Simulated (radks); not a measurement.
Problem. Species: Cd XXVI. Configuration: [Ar] 3d5. Calculated with a radial shooting solver on a logarithmic mesh with Libxc functionals: scalar-relativistic Kohn-Sham, BLYP, spin-polarised, spherical densities, finite nucleus; open shells are filled with parallel spins first (spin-orbit coupling, left out, can overturn this in heavy ions); Fermi nuclear charge, rms radius 4.6087 fm. Some entries of the table are withheld. Estimate them.

orbital  occ.  eigenvalue (hartree)  <r> (bohr)  r(max) (bohr)
1s up       1             -1011.891     0.03040        0.01968
1s down     1             -1011.886     0.03040        0.01968
2s up       1             -181.3113      0.1311         0.1111
2s down     1             -180.8154      0.1309         0.1110
2p up       3                   (1)      0.1144        0.08885
2p down     3                   (2)      0.1141        0.08873
3s up       1             -59.11635         (3)         0.3132
3s down     1             -58.53457         (4)         0.3139
3p up       3             -54.33187      0.3325         0.3041
3p down     3             -53.73308      0.3341         0.3049
3d up       5                   (5)      0.3008         0.2483
3d down     0                   (6)      0.3027         0.2495

Solution. 
(1) 2p up eigenvalue (hartree): -166.5915
(2) 2p down eigenvalue (hartree): -166.2172
(3) 3s up <r> (bohr): 0.3386
(4) 3s down <r> (bohr): 0.3399
(5) 3d up eigenvalue (hartree): -47.45588
(6) 3d down eigenvalue (hartree): -46.73607
